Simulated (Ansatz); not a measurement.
Cs₄H₃ (the lowest doublet isomer of a short search), 7 atoms. Hardware: 4 threads of Arm Neoverse V2 on a shared host.

In the def2 sets Cs takes a core potential; there is no spin–orbit coupling. Correlated methods freeze no core orbitals; core or outer-core shells of Cs are correlated, in sets that lack core-valence functions.

Problem. How many basis functions does each of these Ansatz runs have, and roughly what does it cost? r2SCANh-D4/def2-TZVP, charge 0 doublet, energy, from earlier orbitals; PBE0-D4/def2-SVP, charge 0 doublet, energy, from earlier orbitals; ωB97M-V/def2-TZVP, charge 0 doublet, energy, from earlier orbitals; r2SCAN-D4/def2-TZVP, charge 1 triplet at the geometry of the charge 0 doublet, energy, from earlier orbitals; BHLYP-D4/def2-TZVP, charge 0 doublet, energy, from earlier orbitals; B97M-V/def2-TZVP, charge 0 doublet, energy, from earlier orbitals; CCSD(T)/def2-TZVP, charge 0 doublet, energy, from earlier orbitals; r2SCAN-D4/def2-TZVPD, charge -1 singlet at the geometry of the charge 0 doublet, energy, from earlier orbitals; B2PLYP/def2-TZVP, charge 0 doublet, energy, from earlier orbitals; r2SCAN-D4/def2-TZVP, charge 1 singlet at the geometry of the charge 0 doublet, energy, from earlier orbitals; PBE-D4/def2-TZVP, charge 1 triplet at the geometry of the charge 0 doublet, energy, from earlier orbitals; r2SCAN0-D4/def2-TZVP, charge 0 doublet, energy, from earlier orbitals.

Solution. Other jobs shared the machine, so times can vary by a factor of up to 3. A dash marks memory too small to be measured apart from the calling script's.

```
                                                                                                           run  functions  fitting or Cholesky vectors  wall time  peak host memory (GiB)
  r2SCAN-D4/def2-TZVP, charge 1 singlet at the geometry of the charge 0 doublet, energy, from earlier orbitals        134                         1404      4.6 s                       –
                                             PBE0-D4/def2-SVP, charge 0 doublet, energy, from earlier orbitals        111                         1190      4.9 s                       –
     PBE-D4/def2-TZVP, charge 1 triplet at the geometry of the charge 0 doublet, energy, from earlier orbitals        134                         1404        6 s                       –
                                           BHLYP-D4/def2-TZVP, charge 0 doublet, energy, from earlier orbitals        134                         1480      7.5 s                       –
                                             B2PLYP/def2-TZVP, charge 0 doublet, energy, from earlier orbitals        134                         1248        8 s                       –
r2SCAN-D4/def2-TZVPD, charge -1 singlet at the geometry of the charge 0 doublet, energy, from earlier orbitals        155                         1389        8 s                       –
                                         r2SCANh-D4/def2-TZVP, charge 0 doublet, energy, from earlier orbitals        134                         1404       13 s                    0.73
                                         r2SCAN0-D4/def2-TZVP, charge 0 doublet, energy, from earlier orbitals        134                         1404       13 s                    0.73
  r2SCAN-D4/def2-TZVP, charge 1 triplet at the geometry of the charge 0 doublet, energy, from earlier orbitals        134                         1404       15 s                       –
                                            ωB97M-V/def2-TZVP, charge 0 doublet, energy, from earlier orbitals        134                         1404       26 s                     1.4
                                             B97M-V/def2-TZVP, charge 0 doublet, energy, from earlier orbitals        134                         1404       32 s                       1
                                            CCSD(T)/def2-TZVP, charge 0 doublet, energy, from earlier orbitals        134                         1248    2.4 min                       3
```
